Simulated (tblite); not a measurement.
A geometry optimisation, step by step.

Species: C₂H₁₁GeNSi.
Bonds: C1–Si2, Si2–C3, Si2–N4, N4–Ge5. Hydrogens: H6, H7, H8 on C1; H9 on Si2; H10, H11, H12 on C3; H13 on N4; H14, H15, H16 on Ge5.

Computed with GFN2-xTB (tblite), gas phase: L-BFGS steps from a force-field or distance-geometry start until the largest atomic force falls under 0.01 eV/Å. 10 of its 215 geometries are shown.

Step 0: E = -447.8649 eV, largest atomic force 1.078 eV/Å
```
atom  x, y, z in Å  |  force x, y, z in eV/Å
C1     -1.699    1.417   -0.357    0.143   0.906  -0.510
Si2    -0.540    0.094    0.248    0.689  -0.179   0.644
C3     -1.231   -1.628   -0.046   -0.491   0.033  -0.265
N4      0.975    0.284   -0.638    0.129  -0.245   0.755
Ge5     2.506    0.160    0.389    0.782   0.104  -0.244
H6     -2.025    2.035    0.494   -0.264  -0.353  -0.662
H7     -2.524    0.929   -0.899    0.224   0.768   0.360
H8     -1.115    2.086   -1.035   -0.818  -0.442   0.368
H9     -0.364    0.179    1.726    0.164   0.139  -0.285
H10    -2.131   -1.835    0.578    0.839  -0.014  -0.676
H11    -0.425   -2.327    0.159   -0.408  -0.312  -0.040
H12    -1.487   -1.658   -1.120   -0.090  -0.473   0.596
H13     1.010   -0.179   -1.541    0.050   0.121   0.293
H14     3.502   -0.897   -0.187   -0.461   0.402   0.168
H15     2.278   -0.177    1.865   -0.098   0.067  -0.461
H16     3.262    1.525    0.355   -0.389  -0.521  -0.039
```

Step 24: E = -448.2502 eV, largest atomic force 0.194 eV/Å
```
atom  x, y, z in Å  |  force x, y, z in eV/Å
C1     -1.698    1.431   -0.394   -0.025   0.030  -0.005
Si2    -0.566    0.056    0.289   -0.040  -0.028   0.006
C3     -1.287   -1.670   -0.073   -0.007  -0.034   0.004
N4      1.026    0.125   -0.411    0.036   0.031  -0.007
Ge5     2.635    0.158    0.401    0.190   0.040  -0.008
H6     -2.084    2.030    0.424   -0.011   0.033   0.006
H7     -2.556    1.038   -0.929    0.018  -0.081  -0.003
H8     -1.177    2.104   -1.066    0.062   0.004  -0.008
H9     -0.348    0.264    1.730   -0.016  -0.050  -0.018
H10    -2.178   -1.871    0.513   -0.009   0.036   0.022
H11    -0.556   -2.438    0.162   -0.017  -0.027   0.020
H12    -1.558   -1.790   -1.119    0.013   0.042  -0.010
H13     1.069    0.074   -1.417   -0.051   0.026  -0.010
H14     3.546   -0.856   -0.245   -0.063   0.065   0.010
H15     2.444   -0.165    1.841   -0.033  -0.017   0.025
H16     3.279    1.520    0.284   -0.045  -0.071  -0.026
```

Step 48: E = -448.2642 eV, largest atomic force 0.031 eV/Å
```
atom  x, y, z in Å  |  force x, y, z in eV/Å
C1     -1.670    1.399   -0.405   -0.005   0.006  -0.004
Si2    -0.562    0.028    0.325    0.007   0.030   0.006
C3     -1.320   -1.676   -0.061    0.000  -0.002   0.000
N4      1.028    0.154   -0.373    0.004   0.000   0.005
Ge5     2.663    0.174    0.393    0.005  -0.010  -0.013
H6     -2.090    2.020    0.380    0.001  -0.008  -0.005
H7     -2.502    0.981   -0.964    0.001   0.001   0.004
H8     -1.118    2.052   -1.073   -0.001  -0.003   0.013
H9     -0.371    0.192    1.773   -0.003   0.001  -0.004
H10    -2.241   -1.824    0.494   -0.009   0.000  -0.002
H11    -0.642   -2.482    0.202    0.007  -0.009   0.013
H12    -1.556   -1.778   -1.117    0.004  -0.006  -0.010
H13     1.039    0.233   -1.379    0.003   0.004  -0.009
H14     3.544   -0.833   -0.291   -0.004   0.001  -0.001
H15     2.494   -0.163    1.833   -0.007  -0.007   0.010
H16     3.297    1.531    0.251   -0.002   0.004  -0.003
```

Step 71: E = -448.2681 eV, largest atomic force 0.026 eV/Å
```
atom  x, y, z in Å  |  force x, y, z in eV/Å
C1     -1.688    1.401   -0.401   -0.006   0.007   0.001
Si2    -0.560    0.047    0.325    0.007  -0.009   0.001
C3     -1.288   -1.678   -0.029    0.004   0.016   0.006
N4      1.017    0.196   -0.397    0.002   0.013   0.017
Ge5     2.654    0.136    0.359   -0.007   0.006   0.009
H6     -2.172    1.962    0.391   -0.022   0.005   0.013
H7     -2.473    0.980   -1.021    0.000  -0.014  -0.014
H8     -1.133    2.110   -1.006    0.006   0.004  -0.005
H9     -0.362    0.226    1.771   -0.008   0.006  -0.007
H10    -2.297   -1.762    0.360   -0.008  -0.007   0.008
H11    -0.688   -2.457    0.431    0.004  -0.012   0.001
H12    -1.329   -1.884   -1.095   -0.002   0.004  -0.007
H13     1.012    0.368   -1.390    0.017  -0.005  -0.007
H14     3.516   -0.866   -0.354   -0.008  -0.017  -0.015
H15     2.466   -0.251    1.786    0.016   0.006  -0.013
H16     3.320    1.481    0.260    0.005  -0.002   0.011
```

Step 95: E = -448.2831 eV, largest atomic force 0.100 eV/Å
```
atom  x, y, z in Å  |  force x, y, z in eV/Å
C1     -1.766    1.371   -0.436    0.011  -0.016  -0.002
Si2    -0.565    0.137    0.374    0.002   0.014  -0.034
C3     -1.210   -1.629    0.049    0.040   0.053   0.069
N4      1.008    0.379   -0.333    0.003  -0.034   0.090
Ge5     2.666    0.024    0.296   -0.010  -0.037  -0.047
H6     -2.515    1.690    0.277   -0.064   0.007   0.061
H7     -2.293    0.918   -1.268   -0.012  -0.017  -0.068
H8     -1.270    2.262   -0.803    0.064   0.035  -0.002
H9     -0.410    0.400    1.812   -0.002  -0.021   0.003
H10    -2.285   -1.696    0.179   -0.025   0.015   0.036
H11    -0.750   -2.346    0.719    0.031  -0.053   0.031
H12    -0.983   -1.941   -0.965    0.008  -0.036  -0.087
H13     0.985    0.642   -1.305    0.019   0.045  -0.087
H14     3.370   -0.999   -0.555   -0.051   0.002  -0.009
H15     2.534   -0.488    1.688   -0.025   0.020   0.027
H16     3.478    1.285    0.260    0.012   0.020   0.020
```

Step 119: E = -448.3245 eV, largest atomic force 0.307 eV/Å
```
atom  x, y, z in Å  |  force x, y, z in eV/Å
C1     -1.820    1.353   -0.518   -0.027   0.003  -0.006
Si2    -0.563    0.251    0.378    0.001  -0.008   0.018
C3     -1.040   -1.585    0.189    0.068   0.007  -0.057
N4      1.004    0.604   -0.286    0.000  -0.153   0.266
Ge5     2.579   -0.140    0.197   -0.030   0.011  -0.031
H6     -2.803    1.186   -0.091   -0.007   0.086   0.003
H7     -1.889    1.118   -1.576    0.035   0.024  -0.016
H8     -1.582    2.410   -0.422   -0.040  -0.114  -0.003
H9     -0.506    0.577    1.814   -0.008   0.028   0.013
H10    -2.115   -1.727    0.254    0.009  -0.014   0.042
H11    -0.572   -2.196    0.954   -0.010   0.022   0.055
H12    -0.713   -1.983   -0.767   -0.016   0.010  -0.082
H13     1.020    1.136   -1.134   -0.025   0.164  -0.226
H14     2.987   -1.208   -0.779    0.026  -0.025   0.028
H15     2.372   -0.714    1.553    0.021  -0.042   0.023
H16     3.635    0.925    0.223    0.003   0.002  -0.027
```

Step 143: E = -448.3586 eV, largest atomic force 0.047 eV/Å
```
atom  x, y, z in Å  |  force x, y, z in eV/Å
C1     -1.821    1.339   -0.617   -0.028  -0.027  -0.024
Si2    -0.617    0.297    0.414    0.002  -0.007  -0.009
C3     -0.955   -1.563    0.215    0.007  -0.020   0.014
N4      0.985    0.660   -0.154    0.000   0.018   0.000
Ge5     2.521   -0.225    0.191    0.000  -0.001   0.009
H6     -2.843    1.017   -0.445    0.010   0.024   0.009
H7     -1.625    1.253   -1.682   -0.010   0.009   0.022
H8     -1.758    2.389   -0.349   -0.002   0.006  -0.017
H9     -0.711    0.660    1.843    0.005  -0.010  -0.017
H10    -1.892   -1.850    0.686    0.024  -0.002  -0.019
H11    -0.158   -2.137    0.683   -0.013   0.004  -0.024
H12    -1.005   -1.858   -0.831    0.008   0.016   0.043
H13     1.050    1.396   -0.838    0.003   0.014   0.005
H14     2.744   -1.362   -0.768   -0.014  -0.012   0.008
H15     2.430   -0.758    1.581    0.002  -0.017   0.009
H16     3.649    0.750    0.059    0.007   0.005  -0.008
```

Step 166: E = -448.3654 eV, largest atomic force 0.082 eV/Å
```
atom  x, y, z in Å  |  force x, y, z in eV/Å
C1     -1.854    1.327   -0.643   -0.005   0.011   0.015
Si2    -0.626    0.336    0.407   -0.007   0.008  -0.013
C3     -0.866   -1.536    0.216   -0.012  -0.015  -0.021
N4      0.986    0.706   -0.122    0.009   0.055  -0.041
Ge5     2.467   -0.283    0.184    0.042   0.013   0.017
H6     -2.871    1.023   -0.421   -0.009  -0.018  -0.005
H7     -1.693    1.196   -1.708    0.002  -0.003  -0.009
H8     -1.781    2.386   -0.422    0.012   0.039  -0.029
H9     -0.786    0.714    1.825    0.017  -0.012   0.028
H10    -1.774   -1.883    0.697   -0.017  -0.004   0.032
H11    -0.026   -2.063    0.661    0.001  -0.008   0.014
H12    -0.919   -1.827   -0.830    0.015  -0.003  -0.024
H13     1.109    1.545   -0.666   -0.029  -0.052   0.057
H14     2.554   -1.445   -0.764   -0.015  -0.018   0.017
H15     2.415   -0.789    1.591   -0.003  -0.012  -0.030
H16     3.658    0.602   -0.018   -0.001   0.019  -0.008
```

Step 190: E = -448.3716 eV, largest atomic force 0.044 eV/Å
```
atom  x, y, z in Å  |  force x, y, z in eV/Å
C1     -1.852    1.324   -0.658   -0.004   0.003  -0.004
Si2    -0.642    0.326    0.410    0.006  -0.002   0.005
C3     -0.857   -1.547    0.199    0.001  -0.007   0.001
N4      0.970    0.704   -0.109    0.010   0.038  -0.016
Ge5     2.464   -0.278    0.174    0.004  -0.008   0.001
H6     -2.873    1.138   -0.344    0.014   0.005  -0.014
H7     -1.774    1.065   -1.709   -0.007   0.008   0.012
H8     -1.669    2.390   -0.564   -0.013  -0.010  -0.005
H9     -0.830    0.680    1.834    0.003   0.002   0.005
H10    -1.790   -1.898    0.627   -0.007  -0.002   0.001
H11    -0.043   -2.068    0.697    0.001  -0.004   0.006
H12    -0.841   -1.838   -0.848    0.002   0.009  -0.006
H13     1.114    1.640   -0.453   -0.006  -0.038   0.022
H14     2.477   -1.464   -0.744   -0.001   0.003   0.004
H15     2.501   -0.768    1.590    0.000   0.010  -0.011
H16     3.639    0.605   -0.113   -0.005  -0.004   0.000
```

Step 214: E = -448.3730 eV, largest atomic force 0.009 eV/Å
```
atom  x, y, z in Å  |  force x, y, z in eV/Å
C1     -1.853    1.312   -0.673    0.003   0.002   0.004
Si2    -0.645    0.337    0.419   -0.004  -0.001  -0.007
C3     -0.844   -1.537    0.212   -0.002  -0.001   0.001
N4      0.970    0.719   -0.093    0.000   0.001   0.007
Ge5     2.455   -0.291    0.150   -0.007  -0.002  -0.005
H6     -2.877    1.090   -0.396   -0.003  -0.002   0.001
H7     -1.734    1.071   -1.724    0.000   0.001  -0.002
H8     -1.710    2.382   -0.561    0.001   0.000   0.000
H9     -0.853    0.702    1.838    0.002  -0.004  -0.002
H10    -1.805   -1.885    0.579    0.002   0.001  -0.001
H11    -0.067   -2.058    0.766    0.001   0.003   0.004
H12    -0.758   -1.831   -0.830    0.000   0.002  -0.003
H13     1.133    1.686   -0.319    0.001  -0.006  -0.002
H14     2.398   -1.481   -0.757   -0.002   0.001   0.004
H15     2.551   -0.772    1.568    0.002   0.001   0.002
H16     3.632    0.567   -0.192    0.006   0.003  -0.002
```

Question: Summarise the path.

Answer: The energy falls by 11.72 kcal/mol from step 0 to step 214; nine tenths of that is first reached at step 118. It rises by more than 0.2 meV at steps 84, 94, 103, 106, 109 and 112. The largest force goes from 1.078 to 0.009 eV/Å. Among the bonds Ge5–H14 changes most (a near tie, within 0.001 Å, with another), from 1.563 to 1.498 Å; the atoms move by 1.006 Å rms after alignment.

The cost below is that of the whole relaxation. The run took 4.9 s wall, 4.2 s CPU on one thread of an Intel Xeon at 2.50 GHz, on a shared host.
